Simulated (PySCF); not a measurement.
A GIAO shielding run with PySCF 2.14.0 with density-fitted response routines (density fitting, non-relativistic, gas phase) on `C(C)#C[SiH2]S[Si@@H](P)Cl`, C3H8ClPSSi2:

```
{"job": {"kind": "nmr", "xc": "PBE0", "basis": "pcSseg-1"}, "charge": 0, "multiplicity": 1}
C     -3.295118     0.565781     0.533452
C     -2.220835     0.239529    -0.372181
C     -1.331336    -0.033784    -1.140408
Si     0.085042    -0.423942    -2.243303
S      1.751770    -1.067088    -0.984913
Si     1.828404     0.371813     0.591877
P      3.915789     0.341691     1.401880
Cl     1.445587     2.254682    -0.061694
H     -4.188696     0.000725     0.269568
H     -3.517674     1.630912     0.474473
H     -3.008749     0.318911     1.555478
H      0.531221     0.763716    -2.961063
H     -0.139793    -1.602227    -3.065945
H      0.751211     0.051292     1.526582
H      3.842655    -0.972920     1.824459
H      3.542924     0.837335     2.640327
```

Hardware: 1 thread of an Arm Neoverse N1, shared host. The job also computes population analyses, field gradients.

(1) How large is the calculation?

(2) How long does it take?

Answers

(1) 102 electrons, 211 basis functions and 1214 auxiliary functions.

(2) 77 s of wall time, with 14 SCF cycles and 5 response iterations. Times on a shared host scatter by some tens of per cent.
